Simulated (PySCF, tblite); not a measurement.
Species: C₆H₈O.
Numbering: `[O:1]=[CH:2]/[CH:3]=[CH:4]\[CH:5]1[CH2:6][CH2:7]1` (hydrogens: H8 on C2; H9 on C3; H10 on C4; H11 on C5; H12, H13 on C6; H14, H15 on C7)

Computed with GFN2-xTB (tblite), gas phase: Langevin dynamics at 200 K from the optimised GFN2-xTB geometry, time step 0.5 fs, friction 0.01 fs⁻¹, 2000 steps. Over the second half of the run the saved frames average 212 K.

Frame at 250 fs, instantaneous temperature 132 K:
```
atom  x, y, z in Å
O1      1.206    2.133   -0.623
C2      1.932    1.369    0.012
C3      1.566    0.031    0.345
C4      0.361   -0.606    0.154
C5     -0.850    0.174   -0.038
C6     -2.130   -0.373    0.453
C7     -1.820   -0.416   -0.986
H8      2.893    1.768    0.348
H9      2.472   -0.542    0.557
H10     0.306   -1.676    0.417
H11    -0.695    1.222    0.009
H12    -2.874    0.357    0.800
H13    -2.035   -1.272    0.969
H14    -1.608   -1.386   -1.437
H15    -2.315    0.195   -1.724
```

Frame at 425 fs, instantaneous temperature 239 K:
```
atom  x, y, z in Å
O1      0.746    2.343   -0.128
C2      1.683    1.616    0.021
C3      1.676    0.186    0.228
C4      0.613   -0.599    0.135
C5     -0.767   -0.167   -0.126
C6     -1.872   -0.852    0.698
C7     -1.750   -1.093   -0.744
H8      2.708    2.058   -0.082
H9      2.670   -0.245    0.390
H10     0.719   -1.674    0.268
H11    -0.751    0.893   -0.185
H12    -2.598   -0.164    1.140
H13    -1.643   -1.693    1.386
H14    -1.347   -2.065   -1.055
H15    -2.437   -0.610   -1.452
```

Frame at 625 fs, instantaneous temperature 213 K:
```
atom  x, y, z in Å
O1      0.067    2.708    0.177
C2      1.200    2.349   -0.087
C3      1.546    0.922   -0.095
C4      0.663   -0.127    0.044
C5     -0.783   -0.018   -0.011
C6     -1.631   -1.006    0.845
C7     -1.492   -1.276   -0.599
H8      2.084    3.010   -0.464
H9      2.621    0.797   -0.043
H10     1.051   -1.123    0.022
H11    -1.242    0.984   -0.196
H12    -2.600   -0.659    1.196
H13    -1.076   -1.652    1.528
H14    -0.843   -2.075   -0.934
H15    -2.321   -1.252   -1.295
```

Frame at 800 fs, instantaneous temperature 193 K:
```
atom  x, y, z in Å
O1     -0.033    2.435    0.940
C2      1.079    2.088    0.680
C3      1.571    0.871    0.117
C4      0.814   -0.146   -0.260
C5     -0.614   -0.203   -0.131
C6     -1.280   -1.420    0.497
C7     -1.333   -1.333   -0.940
H8      1.893    2.963    0.884
H9      2.633    0.845   -0.110
H10     1.292   -0.962   -0.759
H11    -1.130    0.742    0.043
H12    -2.205   -1.239    1.027
H13    -0.746   -2.132    1.104
H14    -0.556   -1.889   -1.529
H15    -2.242   -1.098   -1.485
```

Frame at 1000 fs, instantaneous temperature 222 K:
```
atom  x, y, z in Å
O1      0.276    2.324    1.310
C2      1.360    2.109    0.864
C3      1.740    0.973    0.032
C4      0.896    0.008   -0.320
C5     -0.506   -0.290    0.145
C6     -0.878   -1.741    0.085
C7     -1.410   -0.829   -0.942
H8      2.155    2.877    0.967
H9      2.801    0.970   -0.281
H10     1.263   -0.746   -1.022
H11    -0.820    0.379    0.955
H12    -1.551   -1.976    0.910
H13    -0.132   -2.422   -0.078
H14    -0.955   -0.701   -1.891
H15    -2.434   -0.442   -0.988
```

Task: What do single points at PBE0/pcSseg-1 (PySCF, gas phase) give on these frames?

Result: 
| t (fs) | GFN2-xTB E above start (eV) | DFT E above lowest frame (eV) | HOMO (eV) | LUMO (eV) | dipole (D) |
| --- | --- | --- | --- | --- | --- |
| 250 | 0.41 | 0.26 | -7.12 | -1.90 | 2.78 |
| 425 | 0.23 | 0.00 | -7.15 | -1.61 | 2.78 |
| 625 | 0.42 | 0.19 | -7.11 | -1.79 | 2.69 |
| 800 | 0.48 | 0.28 | -6.98 | -1.68 | 2.99 |
| 1000 | 0.41 | 0.18 | -7.14 | -1.58 | 2.57 |

The two levels order the frames alike by energy but for pairs within 0.08 eV at one level; measured from each level's lowest frame they differ by 0.08 eV at most. The HOMO–LUMO gap runs from 5.22 to 5.56 eV. These are instantaneous structures, not minima.

Task: And the isotropic GIAO shieldings (ppm) from the same runs?

Result: 
```tsv
atom	250 fs	425 fs	625 fs	800 fs	1000 fs	mean	range
O1	-391.9	-305.5	-335.7	-320.7	-307.7	-332.3	86.4
C2	-15.8	-5.3	-11.9	-4.7	-4.4	-8.4	11.4
C3	52.9	61.8	49.1	62.7	58.5	57.0	13.6
C4	8.7	16.2	17.1	22.4	15.0	15.9	13.7
C5	168.8	168.6	165.3	172.2	164.9	168.0	7.3
C6	177.0	172.3	169.4	169.2	178.5	173.3	9.3
C7	176.4	171.2	164.9	163.1	178.2	170.8	15.1
H8	21.4	21.6	20.8	20.7	21.8	21.3	1.1
H9	25.4	25.4	25.5	25.5	25.1	25.4	0.4
H10	25.0	26.0	25.9	26.1	26.3	25.9	1.3
H11	28.2	26.9	26.8	27.6	26.9	27.3	1.4
H12	30.3	30.1	29.9	30.4	30.5	30.2	0.6
H13	32.5	30.5	30.4	30.4	32.6	31.3	2.2
H14	31.1	30.6	31.2	30.3	31.8	31.0	1.5
H15	30.4	29.7	30.1	29.8	30.0	30.0	0.7
```

The cost below is that of the whole dynamics run. Time: 48 s wall, 27 s CPU; peak memory 0.19 GiB. Hardware: one thread of an Intel Xeon at 2.50 GHz, on a shared host.
